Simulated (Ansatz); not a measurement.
A structure relaxed at PBE0-D4/def2-TZVP, charge 0, multiplicity 1:

Cartesian coordinates in Å:
```
C 0.976 1.058 -0.343
N 0.356 -0.152 0.225
C 0.260 -1.242 -0.762
Al -1.421 0.261 0.998
F -1.859 -1.214 1.617
F -1.032 1.436 2.102
F -2.240 0.765 -0.355
H 1.964 0.836 -0.754
H 1.059 1.816 0.435
H 0.332 1.438 -1.136
H 0.934 -0.473 0.998
H 1.242 -1.484 -1.176
H -0.169 -2.121 -0.282
H -0.403 -0.924 -1.566
```

**Question.** Give its formula and SMILES.

**Answer.** C2H7AlF3N, `C[NH+](C)[Al-]([F])([F])[F]`.

**Question.** Point group (tolerance 0.08 Å, 0.16 Å for H)?

**Answer.** Cs.

**Question.** Summarise the bond lengths by kind.

**Answer.** 2 × C–N 1.473 Å; 6 × C–H 1.089 to 1.093 Å; 1 × Al–N 1.982 Å; 1 × H–N 1.017 Å; 3 × Al–F 1.659 to 1.660 Å.

Results of the Gaussian-basis code of Ansatz.
